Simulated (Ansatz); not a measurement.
One change: `FC1BO1` becomes `[InH2][CH]1BO1`.

Ansatz, PBE0-D4/def2-TZVP geometries, multiplicity 1. 

Elements past krypton have def2 core potentials.

```json
{"property": "HOMO energy (B3LYP/def2-TZVPP) / eV", "`FC1BO1`": "-8.13"}
{"property": "HOMO energy (PBE0/def2-TZVPP) / eV", "`FC1BO1`": "-8.33"}
{"property": "HOMO–LUMO gap (ωB97M-V/def2-TZVPP) / eV", "`FC1BO1`": "11.66"}
{"property": "size of the dipole moment (PBE/def2-TZVPP) / D", "`FC1BO1`": "1.56"}
{"property": "size of the dipole moment (ωB97M-V/def2-TZVPP) / D", "`FC1BO1`": "1.79"}
{"property": "HOMO–LUMO gap (PBE0/def2-TZVPP) / eV", "`FC1BO1`": "7.34"}
```

(1) Give the same properties after the change, and the shifts. (An estimate is asked.)

Results:

(1) The calculation gave: 
```csv
property,`[InH2][CH]1BO1`,shift
HOMO energy (B3LYP/def2-TZVPP) / eV,-7.17,0.96
HOMO energy (PBE0/def2-TZVPP) / eV,-7.37,0.96
HOMO–LUMO gap (ωB97M-V/def2-TZVPP) / eV,9.24,-2.42
size of the dipole moment (PBE/def2-TZVPP) / D,1.10,-0.46
size of the dipole moment (ωB97M-V/def2-TZVPP) / D,1.30,-0.49
HOMO–LUMO gap (PBE0/def2-TZVPP) / eV,5.57,-1.77
```

With PBE0 the HOMO rises by 0.96 eV and the LUMO falls by 0.81 eV, so the gap narrows by about 1.77 eV. PBE moves the HOMO by 0.67 eV and ωB97M-V by 1.11 eV. The zero-point energy changes by 21.1 kJ/mol with +6 modes. Dipoles are sizes alone; their direction can turn.

B3LYP here is the variant with VWN-RPA as its local correlation; programs differ in this.
